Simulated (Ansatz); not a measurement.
```yaml
crystal:
  periodic: [false, false, false]
  atoms:
    - {symbol: Si, position_ang: [0.025511, 1.333136, -0.581193]}
    - {symbol: O, position_ang: [0.062623, 0.007255, 0.264401]}
    - {symbol: Si, position_ang: [0.248693, -1.093588, 1.492534]}
    - {symbol: S, position_ang: [0.184129, -3.069900, 0.859889]}
    - {symbol: H, position_ang: [-1.445673, 1.473076, -1.012074]}
    - {symbol: H, position_ang: [-0.041066, 2.452154, 0.697994]}
    - {symbol: H, position_ang: [1.100482, 1.670879, -1.531156]}
    - {symbol: H, position_ang: [0.000939, -2.711232, -0.591424]}
basis:
  gaussian: {orbitals: cc-pVTZ-DK, fitting: {mean_field: def2-universal-jkfit}}
magnetization: {spin_polarized: true, initial_magnetization: 1}
hamiltonian: {xc: {name: PBE-QIDH}}
```

```sh
$ ansatz run in.yaml --threads 2 --pin off --events-out ev --progress --plain --max-ram 22528MiB --backend cpu
```

Q: How does Ansatz answer? (Best estimate.)

A: Ansatz gave: The input was rejected before any iteration.
```
Error: a molecule whose nuclei and cores have a total charge of 56 cannot have a net charge of 0 together with 1 unpaired electrons
```
